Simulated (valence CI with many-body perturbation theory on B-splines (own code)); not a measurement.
## A CI+MBPT run for Ce⁸⁺

Calculated by relativistic CI+MBPT: four valence electrons over a frozen Dirac-Fock core [Kr] 4d10, a basis of 5 s, 5 p, 5 d, 5 f, 2 g functions for each j, with the one-electron correlation potential Σ1 (screened to all orders), the two-electron term Σ2, the three-electron term Σ3, Breit, model QED; selected single and double excitations, second order for the rest, scaled by the run's own slope (own B-spline code, finite nucleus).

Command, and the settings that its task file holds:

```sh
python run_cv.py task.json out
```

```
atom Ce  Z=58  mass_number=140  rms_radius_fm=4.8771
core [Kr] 4d10
valence 5s2 5p2
avg = 1
basis = S
breit = 1
cap = 10000
capref = 1200
cscale = 1
de = 0.0
dress = 0
eps = 2e-08
extrap = 1
h = 0.27
hh = 1
l2 = 3
lcore = 7
maxit = 60
n2 = 5
natural = 1
nlev = 21
nno = [2, 2, 3, 3, 2]
nroot = 26
nsp = [3, 3, 2, 2, 0]
pt2 = 1
qed = 1
rpa = 1
s1 = 1
s2 = 1
s3 = 1
screen = 1
tol = 2e-05
whole = 1
```

It took 64 s on 1 thread of Arm Neoverse V2, with other jobs on the host.

Log. The first blocks belong to the next ion, which gives the ionisation energy. Fields: 2J, parity (1 odd), roots, reference size, generating configurations, candidates as configurations/state functions, variational space P, stored matrix elements, Davidson steps; e2 is the range of second-order energies in hartree. The first line gives the box (bohr), its intervals, the orbitals and the steps of their self-consistent field. Window is the range of levels sought, series limit the energy at which the first omitted orbital would enter, core excitation an estimate of the first excitation out of the core, left out the lowest levels not solved, and shifts from estimates the range by which levels moved from their first estimate, all in cm⁻¹.

```
rmax 12.7 intervals 62 orbitals 39 references ['5s2 5p2', '4f 5s2 5p', '5s 5p3', '4f2 5s2', '4f 5s 5p2'] scf 7 t 1.2
2J=1 par=1 roots 2 ref 25 generators 15 cand 2105/3179 P 693/1000 nnz 0 it 0
2J=1 par=1 roots 2 ref 25 generators 33 cand 2428/3655 P 1461/2183 nnz 0 it 6
   second order: generators 58 cand 2444/3759 e2 -0.00001 -0.00001
reference levels 457, estimated 71, window 178007 1/cm; series limit 649493, core excitation 876943
2J=0 par=0 roots 3 ref 12 generators 18 cand 5678/11043 P 1809/2990 nnz 6.8e+05 it 4
2J=0 par=0 roots 3 ref 12 generators 42 cand 10564/22501 P 3510/6198 nnz 2.1e+06 it 5
   second order: generators 101 cand 18735/42182 e2 -0.00006 -0.00003
2J=2 par=0 roots 3 ref 22 generators 16 cand 7279/38169 P 1019/3524 nnz 1.5e+06 it 5
2J=2 par=0 roots 3 ref 22 generators 43 cand 13079/68251 P 2544/10000 nnz 8.3e+06 it 6
   second order: generators 102 cand 21506/127437 e2 -0.00015 -0.00010
2J=4 par=0 roots 7 ref 35 generators 37 cand 9419/68738 P 1018/3536 nnz 1.5e+06 it 7
2J=4 par=0 roots 7 ref 35 generators 81 cand 15428/112139 P 2207/9989 nnz 9.1e+06 it 8
   second order: generators 168 cand 22776/188565 e2 -0.00071 -0.00029
2J=6 par=0 roots 5 ref 28 generators 23 cand 7811/67011 P 822/3500 nnz 1.6e+06 it 5
2J=6 par=0 roots 5 ref 28 generators 60 cand 13522/114349 P 1840/9990 nnz 1e+07 it 7
   second order: generators 130 cand 22065/211484 e2 -0.00049 -0.00031
2J=8 par=0 roots 6 ref 22 generators 25 cand 7844/67657 P 877/3515 nnz 1.6e+06 it 5
2J=8 par=0 roots 6 ref 22 generators 59 cand 13910/129996 P 1867/9999 nnz 1e+07 it 7
   second order: generators 136 cand 21149/207855 e2 -0.00051 -0.00038
2J=10 par=0 roots 2 ref 9 generators 9 cand 5243/39846 P 712/3506 nnz 2e+06 it 5
2J=10 par=0 roots 2 ref 9 generators 27 cand 9956/83783 P 1735/9995 nnz 1.1e+07 it 6
   second order: generators 63 cand 16642/149710 e2 -0.00014 -0.00013
2J=4 par=1 roots 3 ref 62 generators 19 cand 6466/44324 P 991/3582 nnz 1.7e+06 it 5
2J=4 par=1 roots 3 ref 62 generators 47 cand 11020/76700 P 2338/9997 nnz 9.1e+06 it 8
   second order: generators 89 cand 15796/115302 e2 -0.00021 -0.00008
2J=12 par=0 roots 2 ref 3 generators 7 cand 3231/24178 P 740/3485 nnz 2e+06 it 5
2J=12 par=0 roots 2 ref 3 generators 23 cand 8181/69197 P 1715/9502 nnz 9.6e+06 it 6
   second order: generators 57 cand 15326/129075 e2 -0.00012 -0.00008
2J=2 par=1 roots 2 ref 45 generators 19 cand 5738/27970 P 1246/3561 nnz 1.6e+06 it 6
2J=2 par=1 roots 2 ref 45 generators 41 cand 9302/46619 P 2927/9999 nnz 7.5e+06 it 8
   second order: generators 89 cand 15652/87415 e2 -0.00014 -0.00010
2J=6 par=1 roots 1 ref 62 generators 13 cand 6054/42620 P 911/3580 nnz 1.7e+06 it 6
2J=6 par=1 roots 1 ref 62 generators 30 cand 9908/75194 P 2188/10000 nnz 9.3e+06 it 7
   second order: generators 51 cand 12106/96401 e2 -0.00019 -0.00019
left out: unestimated 251622, estimated 198886, shifts from estimates -17 to 92
operators 3.9
```

The Davidson iterations converged.

No measured spectrum was set against this ion. As an estimate, levels hold to about 250 cm⁻¹ or 0.2 % of their energy and the worst to 1 %, as in measured heavy ions of charge 2 to 7; those with d or f electrons hold less well.

```
Valence energy                            : -23.30257 hartree
Ionisation energy                         : 125.56 eV (NIST: 125 ± 2.2 eV (theoretical))
Reference configurations for the orbitals : 5s2 5p2, 4f 5s2 5p, 5s 5p3, 4f2 5s2, 4f 5s 5p2
Radial orbitals                           : 39
Box radius                                : 12.73 bohr
Largest variational space                 : 10000
Lowest levels                             : (5s^2 5p1/2^2) J=0 0.0, (5s^2 5p1/2 5p3/2) J=1 23569, (5s^2 5p1/2 5p3/2) J=2 30144, (5s^2 5p3/2^2) J=2 59050, (4f5/2 5s^2 5p1/2) J=3 72695, (4f7/2 5s^2 5p1/2) J=3 77225, (4f5/2 5s^2 5p1/2) J=2 78400, (4f7/2 5s^2 5p1/2) J=4 79201, (5s^2 5p3/2^2) J=0 80923, (4f5/2 5s^2 5p3/2) J=3 101070, (4f7/2 5s^2 5p3/2) J=4 104160, (4f7/2 5s^2 5p3/2) J=5 108210, (4f7/2 5s^2 5p3/2) J=3 108780, (4f5/2 5s^2 5p3/2) J=2 109100 cm⁻¹
```

Levels are named by their leading jj configuration (3d3/2^4 stands for four electrons in 3d with j = 3/2), which in mixed levels can hold well under half, so a name can repeat and another be missing.
